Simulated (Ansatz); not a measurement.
[GeH3]- (GeH₃⁻). Total charge -1; singlet. Geometry r2SCAN-D4/def2-TZVPD, basis def2-TZVPD, Ansatz.

```json
{"run": "A", "HOMO (eV)": "0.74", "LUMO (eV)": "4.93"}
{"run": "B", "HOMO (eV)": "-2.04", "LUMO (eV)": "6.37"}
{"run": "C", "HOMO (eV)": "0.03", "LUMO (eV)": "4.74"}
{"run": "D", "HOMO (eV)": "0.95", "LUMO (eV)": "4.22"}
{"run": "E", "HOMO (eV)": "-2.10", "LUMO (eV)": "6.09"}
{"run": "F", "HOMO (eV)": "-1.17", "LUMO (eV)": "5.29"}
```

Task: The runs used CAM-B3LYP, HF, PBE, PBE0, r2SCAN, ωB97X-V. Estimate which is which.

Result: A r2SCAN (0 % exact exchange); B HF (100 % exact exchange); C PBE0 (25 % exact exchange); D PBE (0 % exact exchange); E ωB97X-V (range-separated); F CAM-B3LYP (range-separated). Exact exchange lowers occupied and raises empty levels; among semilocal functionals meta-GGAs tend to open the gap a little, and such runs are hard to tell apart. The gap grows from 3.27 eV (PBE) to 8.40 eV (HF). At r2SCAN-D4/def2-TZVPD, PBE0-D4/def2-TZVPD, PBE-D4/def2-TZVPD the highest occupied level of the charge -1 singlet lies above zero (up to 0.95 eV). By energy differences its removal costs 2.12 eV (vertical, to the charge 0 doublet, at PBE-D4/def2-TZVPD); a positive level beside a positive removal energy at the same level points to self-interaction error.
